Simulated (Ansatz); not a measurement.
Stepwise reaction of dichlorosilane with ammonia, as a gas-phase model of exchange steps in deposition or etching. ΔE in kJ/mol; ΔG adds harmonic PBE0-D4 terms to CCSD(T)/CBS, at 1 bar.

Gas-phase electronic energies from Ansatz, PBE0-D4/def2-TZVP geometries. CCSD(T)/CBS is the MP2 limit (def2-TZVPP, def2-QZVPP) plus CCSD(T) − MP2 in def2-TZVPP, frozen cores. This one scheme is used for every species. DFT in def2-TZVPP. B3LYP here is the variant with VWN-RPA as its local correlation; programs differ in this. One conformer a species, not always the lowest.

```
step                                      reaction  PBE-D4  B3LYP-D4  ωB97M-V  CCSD(T)/CBS  ΔG(400 K)
   2  `N[SiH](Cl)Cl` + NH₃ → `N[Si](N)(Cl)Cl` + H₂   -53.3     -56.8    -57.7        -56.1      -52.0
```

Question: Give the row of step 1, `Cl[SiH2]Cl` + NH₃ → `N[SiH](Cl)Cl` + H₂. (Best estimate.)

Answer: The calculation gave: 
```json
{"step": "1", "reaction": "`Cl[SiH2]Cl` + NH₃ → `N[SiH](Cl)Cl` + H₂", "PBE-D4": "-46.2", "B3LYP-D4": "-48.5", "ωB97M-V": "-49.7", "CCSD(T)/CBS": "-47.7", "ΔG(400 K)": "-53.5"}
```

Question: By hand: ΔE of the 2 steps together at CCSD(T)/CBS.

Answer: (-47.7) + (-56.1) = -103.8 kJ/mol, or -51.9 kJ/mol a step.

In ΔE each step is lower than the one before. All are downhill at CCSD(T)/CBS. ΔG lies between -53.5 and -52.0 kJ/mol a step. PBE-D4 differs from CCSD(T)/CBS by 1.5 to 2.8 kJ/mol a step. Isolated molecules leave out the surface, adducts and barriers. Largest T1 diagnostic: 0.009.
